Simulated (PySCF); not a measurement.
Molfile (atoms numbered from 1):
```
C2H11NOSi2
     RDKit          3D

 17 16  0  0  0  0  0  0  0  0999 V2000
   -2.2135    0.1479   -1.1637 C   0  0  0  0  0  0  0  0  0  0  0  0
   -1.7194   -0.3986    0.1546 C   0  0  0  0  0  0  0  0  0  0  0  0
   -0.3423   -0.1456    0.2777 O   0  0  0  0  0  0  0  0  0  0  0  0
    0.6635   -0.6138    1.5161 Si  0  0  0  0  0  4  0  0  0  0  0  0
    2.1868   -0.0693    0.9223 N   0  0  0  0  0  0  0  0  0  0  0  0
    2.4272    0.6787   -0.6411 Si  0  0  0  0  0  4  0  0  0  0  0  0
   -2.0352    1.2320   -1.2198 H   0  0  0  0  0  0  0  0  0  0  0  0
   -1.6808   -0.3290   -2.0001 H   0  0  0  0  0  0  0  0  0  0  0  0
   -3.2916   -0.0368   -1.2832 H   0  0  0  0  0  0  0  0  0  0  0  0
   -2.2711    0.0724    0.9910 H   0  0  0  0  0  0  0  0  0  0  0  0
   -1.9170   -1.4867    0.2130 H   0  0  0  0  0  0  0  0  0  0  0  0
    0.5871   -2.0971    1.7175 H   0  0  0  0  0  0  0  0  0  0  0  0
    0.2752    0.0332    2.8104 H   0  0  0  0  0  0  0  0  0  0  0  0
    3.0135   -0.1663    1.5019 H   0  0  0  0  0  0  0  0  0  0  0  0
    1.6954    1.9718   -0.7933 H   0  0  0  0  0  0  0  0  0  0  0  0
    3.8946    0.9557   -0.7365 H   0  0  0  0  0  0  0  0  0  0  0  0
    2.0416   -0.2131   -1.7756 H   0  0  0  0  0  0  0  0  0  0  0  0
  1  2  1  0
  2  3  1  0
  3  4  1  0
  4  5  1  0
  5  6  1  0
  1  7  1  0
  1  8  1  0
  1  9  1  0
  2 10  1  0
  2 11  1  0
  4 12  1  0
  4 13  1  0
  5 14  1  0
  6 15  1  0
  6 16  1  0
  6 17  1  0
M  END
```

PySCF calculation with NMR shieldings at HF/pcSseg-1/GIAO and PBE0-D3(BJ)/def2-SVP geometry; one conformer, fast rotation and ring inversion assumed for equivalent nuclei, non-relativistic, in vacuum.

Shifts are taken against calculated references (same method and geometry level): TMS for ¹³C (σref 190.85), ¹H (σref 31.69), ²⁹Si (σref 393.43); H2O for ¹⁷O (σref 333.31); ¹⁵N (σref 265.72) vs NH3.

| atoms | nucleus | count | δ (ppm) |
| --- | --- | --- | --- |
| C2 | ¹³C | 1 | ? |
| Si4 | ²⁹Si | 1 | -30.4 |
| H7/H8/H9 | ¹H | 3 | 1.45 |
| H12/H13 | ¹H | 2 | 4.51 |
| N5 | ¹⁵N | 1 | -7.7 |
| H10/H11 | ¹H | 2 | ? |
| H15/H16/H17 | ¹H | 3 | 4.20 |
| H14 | ¹H | 1 | -0.50 |
| O3 | ¹⁷O | 1 | ? |
| C1 | ¹³C | 1 | 19.8 |
| Si6 | ²⁹Si | 1 | -54.7 |

Complete the table.

## Answers


- C2: 54.2 ppm, sp3 CH2 bonded to O; deshielded by the electronegative neighbour
- H10/H11: 3.44 ppm, hydrogen on an sp3 CH2 bonded to O; its carbon carries O, an electronegative neighbour
- O3: 10.5 ppm, oxygen bonded to C, Si

OH and NH positions are those of a molecule without intermolecular hydrogen bonds; in solution they move with solvent, concentration and temperature, and exchange usually removes their couplings. Shifts are as computed. Against solution values, carbons near 30 ppm lie about -0 ppm off and those near 130 ppm about +7 ppm. Of 1211 compounds with measured shifts, 218 miss one by over three times the rms of a fit or turn the order of signals round; such compounds aren't used in these exercises. Experimental scales use liquid or dissolved standards, which lie at an offset from isolated NH3 (liquid NH3: subtract about 20 ppm) and H2O (liquid H2O: subtract about 36 ppm).
